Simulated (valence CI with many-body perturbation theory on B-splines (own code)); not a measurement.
## Tb50+ in brief

Computed by valence CI with perturbative core correlation (CI+MBPT): five valence electrons over a frozen Dirac-Fock core [Ne], radial functions for each j: 11 s, 11 p, 10 d, 8 f, 5 g, 2 h, with the one-electron correlation potential Σ1 (screened to all orders), the two-electron term Σ2, the three-electron term Σ3, Breit, model QED; selected single and double excitations, second order for the rest, scaled by the run's own slope (own B-spline code, finite nucleus).

No measured spectrum was set against this ion. As an estimate, large intervals hold to a few tenths of a per cent, small ones and those within an open d or f shell to about a per cent. Among the levels kept, up to 3200 cm⁻¹ of a level comes from second order outside the variational space, and about a tenth of that is noise between levels of different J, which matters for small intervals.

Levels are named by their leading jj configuration (3d3/2^4 stands for four electrons in 3d with j = 3/2), which in mixed levels can hold well under half, so a name can repeat and another be missing.

Rates and lifetimes use the calculated energies. Strong lines usually hold to 10 to 20 %, long lifetimes can be off by a factor of two.

Question: What is the ground level?

Answer: (3s^2 3p1/2^2 3p3/2) J=3/2, composition 47 % 3s²3p³ ²P° + 26 % 3s²3p³ ²D° + 26 % 3s²3p³ ⁴S°, g = 1.358.

Question: Where does the other parity begin?

Answer: At (3s^2 3p1/2^2 3d3/2) J=3/2, 194.14 eV.

Question: What is the ionisation energy?

Answer: 4462.6 eV; NIST lists 4460 ± 4 eV (theoretical).

Question: How well does LS coupling describe the low levels?

Answer: Among the lowest 20 levels the leading LS term, summed over configurations, holds 53 % on average. For single configurations the figures are 51 % in LS and 93 % in jj coupling. Terms mix most in the J = 5/2 level at 247.94 eV, where the leading one holds 31 %.

Question: Name the longest-lived excited levels whose lifetime is computed, and their main decay.

Answer: (3s^2 3p1/2 3p3/2 3d5/2) J=9/2 at 427.87 eV lives 1.22 μs, mostly by M1 to (3s^2 3p1/2 3p3/2 3d3/2) J=7/2; (3s^2 3p1/2 3p3/2^2) J=5/2 at 190.15 eV lives 92.5 ns, mostly by M1 to (3s^2 3p1/2^2 3p3/2) J=3/2; (3s^2 3p1/2 3p3/2^2) J=1/2 at 203.06 eV lives 26.8 ns, mostly by M1 to (3s^2 3p1/2^2 3p3/2) J=3/2.

Question: Among levels below 897.37 eV, which E1 lines absorb most strongly from the ground level?

Answer: to (3s^2 3p1/2 3p3/2 3d3/2) J=3/2 at 2.987 nm, f = 0.306; to (3s^2 3p1/2 3p3/2 3d3/2) J=5/2 at 3.042 nm, f = 0.272; to (3s^2 3p1/2 3p3/2 3d3/2) J=1/2 at 2.986 nm, f = 0.111.
